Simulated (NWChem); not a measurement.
Molecule: BeBrF; SMILES [F][Be][Br]

Computed with NWChem. Pople sets run with spherical d functions. Medium grid unless said otherwise, to which SCAN and Minnesota functionals are sensitive. The geometry was optimised at PBE0/def2-SVP. B3LYP is NWChem's, with the RPA form of VWN correlation. Total energies of different functionals are on different scales.

| level | energy (Ha) | highest occupied level (eV) | orbital gap (eV) | dipole (D) |
|---|---|---|---|---|
| B3LYP/6-31G* | -2688.6186 | -8.66 | 8.51 | 0.05 |
| PBE/6-31G* | -2688.0678 | -7.65 | 6.92 | 0.08 |
| TPSSh/6-31G* | -2688.4969 | -8.29 | 8.10 | 0.11 |
| BLYP/6-31G* | -2688.5952 | -7.43 | 6.76 | 0.09 |
| LC-BLYP (range parameter 0.33 per bohr)/6-31G* | -2688.0211 | -11.20 | 13.09 | 0.23 |
| LDA (Slater exchange, PW92)/6-31G* | -2684.1727 | -7.78 | 6.84 | 0.09 |
| OLYP/6-31G* | -2689.2844 | -7.50 | 6.98 | 0.09 |
| r2SCAN/6-31G* | -2688.5098 | … | … | 0.10 |
| B3PW91/6-31G* | -2688.5505 | -8.76 | 8.77 | 0.06 |

Q: Complete the blanks.

A: 
- r2SCAN/6-31G*, highest occupied level (eV): -8.02
- r2SCAN/6-31G*, orbital gap (eV): 7.83
